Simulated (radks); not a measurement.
The numbers below are computed, except where a source is named.
Q: Spherical quantum dot in the effective-mass picture: electrons in a hard-walled sphere of radius 8.01, with a point charge +1 (a donor) at the centre, all in effective atomic units (hartree* = m*/eps^2 hartree, bohr* = eps/m* bohr), one dielectric constant everywhere. Level of theory: non-relativistic Kohn-Sham, PBE, spin-polarised, spherical densities (a radial shooting solver with Libxc functionals). Levels are named by radial order and angular momentum (1s, 1p, 1d, 2s, ...), and open shells are averaged over m. Each electron was tried in the lowest free levels, single moves between levels near the top were tried too, and the lowest total energy was kept; such a search can miss a lower state. The series stops at N = 10: beyond it a trial failed or the search could not be trusted, so later rows were left out. Give the order in which the levels fill up to N = 10, the shell closures and the spin along the way.

A: Shells are first occupied in the order 1s, 1p, 2s, 1d. Open shells at each N (closed shells left out): 1: 1s(up 1, down 0); 2: none; 3: 1p(up 1, down 0); 4: 1p(up 2, down 0); 5: 1p(up 3, down 0); 6: 1p(up 3, down 0) 2s(up 1, down 0); 7: 1p(up 3, down 2); 8: none; 9: 2s(up 1, down 0); 10: 1d(up 1, down 0) 2s(up 1, down 0). All shells are closed at N = 2, 8 (there: 1s2 1p6). Largest 2S: 4, at N = 6.
